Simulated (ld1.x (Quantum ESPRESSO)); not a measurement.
Ta (Z = 73): one change to a TM potential, before and after

tantalum, norm-conserving Troullier–Martins (Kleinman–Bylander form), made with ld1.x (Quantum ESPRESSO) 7.5 (PBE, scalar-relativistic). Core [Xe] 4f14, reference 5d4 6s1 6p0. Waves: 6p (bound, empty): rc 4.20 bohr; 5d (bound): rc 1.95 bohr; 6s (bound): rc 2.80 bohr. Local part: the s channel. Core correction: none.

Change: core correction a·sin(br)/r model core inside 1.04 bohr.

Cutoffs: the cutoffs (Ry, on a coarse ladder) from which the occupation-weighted sum of valence levels, in a spherical-Bessel basis at the reference potential, stays within 10 and 1 mRy of its value at 400 Ry; they do not see the model core or the augmentation charge, which bear on the density cutoff. Errors are all-electron minus pseudo energies relative to the spin-unpolarised reference configuration.

What does the change do?

The potential gets neither clearly harder nor softer (30 Ry and 35 Ry → 30 Ry and 35 Ry); of the 7 tests that both files solve, the error grows in 7 and shrinks in 0 by more than 15 % and 0.3 meV (median size 14.6 → 48.3 meV); neither file shows a bound ghost. A model core, the more so a compact one, raises the density cutoff, which this test does not measure.

```csv
quantity,base,changed
"cutoff, loose",30 Ry,30 Ry
"cutoff, tight",35 Ry,35 Ry
bound ghosts,none,none
"error for 5d3 6s2 6p0, meV [ΔE -2.09 eV]",-4.8,-48
"error for 5d3 6s1 6p0, meV [ΔE 6.37 eV]",-15,-37
"error for 5d3 6s0 6p0, meV [ΔE 21.35 eV]",+40,-80
"error for 5d2 6s2 6p1, meV [ΔE 0.89 eV]",-51,-273
"error for 5d3 6s1.5 6p0, meV [ΔE 1.37 eV]",-11,-38
"error for 5d3 6s1 6p1, meV [ΔE 2.08 eV]",-23,-56
"error for 5d3.5 6s1.5 6p0, meV [ΔE -1.11 eV]",-0.4,-9.8
s: phases at 4.55 bohr within 0.05 rad from the reference energy up to (Ry; the scan ends near 5),0.7,0.7
p: phases at 4.55 bohr within 0.05 rad from the reference energy up to (Ry; the scan ends near 5),1.1,1.1
d: phases at 4.55 bohr within 0.05 rad from the reference energy up to (Ry; the scan ends near 5),0.5,0.5
```
